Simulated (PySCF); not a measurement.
Correlation energy of Sc⁺ (scandium, charge +1)

[Ar] 4s1 5s1, high-spin 3S determinant (an excited configuration). All numbers are calculated (PySCF 2.14, scalar relativity by spin-free X2C-1e, in x2c-TZVPPall with one added diffuse shell each of s, p, d, f type (7s6p5d3f1g, 80 functions)). Frozen: [Ne]; 10 electrons correlated.

MP2 pair energies summed by pair of shells (mhartree):

```tsv
pair	energy	share (%)
3p-3p	-146.49	73.0
3p-4s	-20.05	10.0
3s-3p	-19.00	9.5
3s-3s	-6.62	3.3
4s-5s	-3.64	1.8
3p-5s	-3.41	1.7
3s-4s	-1.22	0.6
3s-5s	-0.20	0.1
```

Total MP2 correlation energy: -200.61 mhartree.

Same-spin part -61.90 and opposite-spin part -138.72 mhartree; SCS-MP2 scales them by 1/3 and 6/5 to -187.09 mhartree.

This basis was not built for core-valence correlation, so the inner-shell part is incomplete.
